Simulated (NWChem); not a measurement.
System meant: GeH₂F₂; SMILES [F][GeH2][F]

The following NWChem deck was run.

```
start job
memory heap 200 mb stack 900 mb global 1100 mb
geometry units angstroms noautoz
  Ge     0.000000     0.000000    -0.298583
  F     -1.372145     0.000000     0.753147
  F      1.372145     0.000000     0.753147
  H      0.000000     1.318576    -1.072511
  H      0.000000    -1.318576    -1.072511
end
basis spherical
  * library def2-svp
end
dft
  odft
  mult 2
  xc pbe0
  iterations 150
  mulliken
end
task dft energy
```

End of the output:

```
 Summary of "ao basis" -> "" (spherical)
 ------------------------------------------------------------------------------
       Tag                 Description            Shells   Functions and Types
 ---------------- ------------------------------  ------  ---------------------
 *                          def2-svp                  on all atoms

                                 NWChem DFT Module
                                 -----------------

 Summary of "ao basis" -> "ao basis" (spherical)
 ------------------------------------------------------------------------------
       Tag                 Description            Shells   Functions and Types
 ---------------- ------------------------------  ------  ---------------------
 Ge                         def2-svp                12       32   5s4p3d
 F                          def2-svp                 6       14   3s2p1d
 H                          def2-svp                 3        5   2s1p

 Summary of "ao basis" -> "ao basis" (spherical)
 ------------------------------------------------------------------------------
       Tag                 Description            Shells   Functions and Types
 ---------------- ------------------------------  ------  ---------------------
 Ge                         def2-svp                12       32   5s4p3d
 F                          def2-svp                 6       14   3s2p1d
 H                          def2-svp                 3        5   2s1p

      Symmetry analysis of basis
      --------------------------

        a1         29
        a2          8
        b1         18
        b2         15

  number of electrons :                   52
  multiplicity        :                    2
 ------------------------------------------------------------------------
  no. of electrons and multiplicity not compatible                  52
 ------------------------------------------------------------------------
 ------------------------------------------------------------------------
  current input line :
    20: task dft energy
 ------------------------------------------------------------------------
 ------------------------------------------------------------------------
 There is an error in the input file
 ------------------------------------------------------------------------
 For more information see the NWChem manual at https://nwchemgit.github.io

0: no. of electrons and multiplicity not compatible:Received an Error in Communication
```

Task: What is wrong, and how is it mended?

Result: The input was rejected before any calculation. Cause: the multiplicity doesn't fit the number of electrons (an even count wants an odd multiplicity, and the reverse). This input runs:
```
start job
memory heap 200 mb stack 900 mb global 1100 mb
geometry units angstroms noautoz
  Ge     0.000000     0.000000    -0.298583
  F     -1.372145     0.000000     0.753147
  F      1.372145     0.000000     0.753147
  H      0.000000     1.318576    -1.072511
  H      0.000000    -1.318576    -1.072511
end
basis spherical
  * library def2-svp
end
dft
  xc pbe0
  iterations 150
  mulliken
end
task dft energy
```
It converges to -2277.07777 Ha (PBE0/def2-SVP).
